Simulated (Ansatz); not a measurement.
Computed with Ansatz.

Basis-set series for C3H11GeNO3, SMILES `C[O][Ge]([NH2])([O]C)[O]C`. Charge 0, multiplicity 1. The geometry is a stationary point of PBE0-D4/def2-TZVP. It is one conformer, not always the lowest.

```json
{"functional": "PBE0-D4", "basis": "def2-SVP", "functions": "185", "energy (Eh)": "-2477.15715", "HOMO (eV)": "-7.57", "LUMO (eV)": "0.77"}
{"functional": "PBE0-D4", "basis": "def2-TZVPP", "functions": "419", "energy (Eh)": "-2477.89773", "HOMO (eV)": "-7.76", "LUMO (eV)": "0.31"}
{"functional": "ωB97M-V", "basis": "def2-SVP", "functions": "185", "energy (Eh)": "-2477.57477", "HOMO (eV)": "-9.98", "LUMO (eV)": "2.56"}
{"functional": "ωB97M-V", "basis": "def2-TZVPP", "functions": "419", "energy (Eh)": "-2478.33053", "HOMO (eV)": "-10.18", "LUMO (eV)": "1.89"}
```

Q: Give the rows for def2-QZVPP. (Best estimate.)

A: The calculation gave: 
```
functional       basis  functions  energy (Eh)  HOMO (eV)  LUMO (eV)
   PBE0-D4  def2-QZVPP        818  -2477.96676      -7.81       0.04
   ωB97M-V  def2-QZVPP        818  -2478.39712     -10.23       1.41
```

Positive LUMOs are unbound and depend on the basis. Scalar relativity is left out up to krypton.
